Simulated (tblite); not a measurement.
A tight-binding relaxation on `CC[O][Al@@H-]([O]C)[AsH2+]C`.

Computed with GFN2-xTB geometry optimisation, gas phase (tblite 0.8.0). Start geometry: from a force field or distance geometry. The input is one job of a driver script: a line of settings, then coordinates in Å.

Command:
```bash
OMP_NUM_THREADS=1 python probes_run.py task.json out
```

Input:
```
{"job": {"kind": "relax", "xc": "GFN2-xTB", "basis": "xTB"}, "charge": 0, "multiplicity": 1}
C      3.744400    -1.082400     0.251400
C      2.560900    -0.096600     0.365900
O      1.438100    -0.872300     0.370100
Al    -0.125600     0.121600     0.498400
O      0.246000     1.782300    -0.099300
C     -0.877600     2.601100    -0.213300
As    -1.741400    -1.098200    -0.819500
C     -3.574100    -0.977600    -0.155300
H      3.579600    -1.646400    -0.690700
H      3.618800    -1.802300     1.088300
H      4.703600    -0.591400     0.212300
H      2.650400     0.563800     1.253200
H      2.527500     0.533800    -0.546300
H     -0.513400     0.216900     2.051300
H     -1.821700     2.033000    -0.239500
H     -0.824600     3.307800     0.658000
H     -0.735100     3.236500    -1.109100
H     -1.596300    -0.642300    -2.293900
H     -1.345000    -2.611700    -0.772900
H     -4.031200     0.020300    -0.377600
H     -3.713600    -1.261000     0.903300
H     -4.180200    -1.715300    -0.736200
```

Output:
```
step      E/eV     max force
  0    -743.03257    3.948
  1    -743.62197    2.806
  2    -744.04893    1.818
  3    -744.19122    1.264
  4    -744.39125    0.764
  5    -744.43543    0.756
  6    -744.52170    0.428
  7    -744.53838    0.312
  8    -744.56207    0.365
  9    -744.58135    0.353
... (276 lines left out)
286    -745.58132    0.023
287    -745.58138    0.016
288    -745.58143    0.015
289    -745.58150    0.016
290    -745.58155    0.015
291    -745.58159    0.012
292    -745.58162    0.010
293    -745.58163    0.011
294    -745.58165    0.011
295    -745.58168    0.008
```

«max force» is the largest atomic force in eV/Å.

From which step on does the largest force stay under 0.1 eV/Å, and how much energy is left to gain from there?

From step 194 (0.072 eV/Å), 9.7 meV above the end.

Main results: energy lowered by 58.8 kcal/mol over 295 steps; largest atomic force 0.008 eV/Å at the end.

Give the final coordinates.

1.003 Å rms from the input after alignment:
```
atom  x, y, z in Å
C1     3.0240   -1.3851   -0.1941
C2     2.9969   -0.1116    0.6451
O3     1.6972    0.3605    0.7821
Al4    0.0842    0.6840    0.9053
O5    -0.7906    1.8061    0.0416
C6    -1.5039    2.8184   -0.5973
As7   -1.0449   -1.1577   -0.6080
C8    -2.8347   -1.1597    0.1765
H9     2.6040   -1.1805   -1.1786
H10    2.4159   -2.1505    0.2868
H11    4.0427   -1.7484   -0.3028
H12    3.4116   -0.3161    1.6409
H13    3.6155    0.6600    0.1676
H14   -0.5865    0.3006    2.2138
H15   -2.1272    2.3928   -1.3922
H16   -2.1513    3.3341    0.1177
H17   -0.8212    3.5476   -1.0418
H18   -1.4486   -0.6553   -1.9604
H19   -1.0914   -2.5753   -1.1442
H20   -3.0672   -0.1411    0.4862
H21   -2.8360   -1.7883    1.0679
H22   -3.5989   -1.5152   -0.5138
```

How long does this job take on one thread, Arm Neoverse V1 (aarch64), shared host with 32 logical CPUs at a one-minute load of 20?

About 2.9 s.
Labels such as C1 count atoms from 1, the log's own numbers from 0.
